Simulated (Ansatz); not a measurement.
Job for Ansatz (a program for electronic structure): R-wB97X-V/def2-TZVPPD on H4OSi (SMILES O[SiH3]) with ghost functions, monomers drawn apart or pushed together. Files ending in .json are basis or fitting sets from the Basis Set Exchange.

Ansatz 0.2 input:
```yaml
crystal:
  periodic: [false, false, false]
  atoms:
    - {symbol: O, position_ang: [0.84685958, -1.36812988, 3.29184381]}
    - {symbol: Si, position_ang: [0.72396069, -0.10951800, 4.34848531]}
    - {symbol: H, position_ang: [0.58790862, -1.20010358, 2.37634831]}
    - {symbol: H, position_ang: [1.60893543, 1.02196752, 3.96985743]}
    - {symbol: H, position_ang: [1.12903175, -0.63298116, 5.66875264]}
    - {symbol: H, position_ang: [-0.66425368, 0.41444534, 4.42479874]}
basis:
  gaussian:
    orbitals: def2-TZVPPD.json
    ghost_atoms:
      - {symbol: As, position_ang: [-0.37087047, -0.12669010, -0.24454212]}
      - {symbol: H, position_ang: [-1.82746168, -0.18720242, -0.67450692]}
      - {symbol: H, position_ang: [0.14982197, -0.50947290, -1.62037825]}
      - {symbol: H, position_ang: [-0.25696793, 1.36491626, -0.51510325]}
hamiltonian:
  xc: {name: wB97X-V}
scf: {lower_state_search: off}
```

### Question
Give the final energy of this run.

### Answer
-367.1267 hartree.

### Question
How many basis functions does it have, and what does it roughly cost on one machine?

### Answer
261 functions; roughly 8 core-seconds.
